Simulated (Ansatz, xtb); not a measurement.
## Ligand exchange: ICl + BH2(OH) → HOI + BH2Cl

Species: ICl (iodine monochloride), singlet; BH2(OH), singlet; HOI (hypoiodous acid) `OI`, singlet; BH2Cl `BCl`, singlet. The partners trade Cl for OH: I–Cl and B–OH bonds give way to I–OH and B–Cl.

Shapes, held fixed at every level: PBE0-D4/def2-TZVP. Programs: Ansatz 0.2.0, xtb 6.7.1. The zero-point and thermal change to 298 K, harmonic and unscaled (PBE0-D4/def2-TZVP), is -6.0 kJ/mol.

```
                level                   kind  ΔH(298 K) (kJ/mol)  less CCSD(T)/def2-TZVPP
             GFN0-xTB         semi-empirical              +111.6                     +0.7
        HF/def2-TZVPP           Hartree–Fock              +127.6                    +16.7
  B3LYP-D4/def2-TZVPP          global hybrid              +119.3                     +8.4
  BHLYP-D4/def2-TZVPP          global hybrid              +125.4                    +14.5
r2SCAN0-D4/def2-TZVPP          global hybrid              +119.3                     +8.4
    B2PLYP/def2-TZVPP          double hybrid              +115.3                     +4.4
       MP2/def2-TZVPP    perturbation theory              +111.2                     +0.3
     CCSD(T)/def2-SVP  coupled cluster or CI              +122.6                    +11.7
   CCSD(T)/def2-TZVPP  coupled cluster or CI              +110.9                      0.0
```

The highest level, CCSD(T)/def2-TZVPP, gives ΔH(298 K) = +110.9 kJ/mol; the levels span +110.9 to +127.6. The column of differences is taken from that level and isn't an error. No measured value is set beside it here. For atoms past krypton def2 sets carry core potentials with scalar relativity. Correlated rows may include outer-core shells of I, which these sets cover unevenly.
